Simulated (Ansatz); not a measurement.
`F[B]([SiH3])[AlH][AsH2]` + `O[SiH3]` → `[SiH3]O[AsH2]` + `F[B]([AlH2])[SiH3]` at 600 K and 1 bar (cleavage of the As–Al bond).

Calculated with Ansatz (gas phase, PBE0-D4/def2-TZVP geometries, no zero-point term in ΔE). CCSD(T)/CBS adds triple-zeta CCSD(T) − MP2 to the extrapolated MP2 energy (def2 sets, frozen cores). For As outer-core shells are correlated without core-valence functions, which leaves a few kJ/mol of doubt a bond. Scalar relativity is left out up to krypton. One conformer a species, not always the lowest.

```
                  species  CCSD(T)/CBS energy (Eh)  H − E (kJ/mol)  S (J/(mol·K))
`F[B]([SiH3])[AlH][AsH2]`              -2894.30843           219.9          558.8
                `O[SiH3]`               -366.69042           135.7          307.9
          `[SiH3]O[AsH2]`              -2602.28728           168.1          410.7
     `F[B]([AlH2])[SiH3]`               -658.67346           177.5          460.5
```

H − E and S are ideal-gas, rigid-rotor, harmonic terms from PBE0-D4/def2-TZVP, for one conformer and one mirror image of each species. 1 Eh = 2625.50 kJ/mol, R = 8.31446 J/(mol·K).

By hand: ΔE, ΔH, ΔS and ΔG.

ΔE = (-2602.28728) + (-658.67346) − (-2894.30843) − (-366.69042) = 0.03811 Eh = 100.1 kJ/mol. Δ(H − E) = 168.1 + 177.5 − 219.9 − 135.7 = -10.0, so ΔH = 90.1 kJ/mol. ΔS = 410.7 + 460.5 − 558.8 − 307.9 = 4.5 J/(mol·K). ΔG = 90.1 − 600 × (4.5)/1000 = 87.4 kJ/mol.

By hand: the equilibrium constant, and the temperature at which ΔG would vanish if ΔH and ΔS stayed fixed.

log₁₀ K = −ΔG/(RT ln 10) = -7.6. ΔG = 0 at ΔH/ΔS = 20022 K, far beyond where these terms or the molecules hold.

The number of gas molecules stays the same, so ΔS is small and ΔH decides. A doubt of 5 kJ/mol in ΔE shifts log₁₀ K by 0.4 here. Other conformers and mirror images would add mixing entropy, several J/(mol·K) or more a flexible species. Modes under 60 cm⁻¹, often nearly free rotors, make the harmonic entropy too high. These are equilibria of isolated gas molecules and say nothing of rates. Largest T1 diagnostic: 0.015 (customary marks: 0.02 for closed shells, 0.045 for open ones).
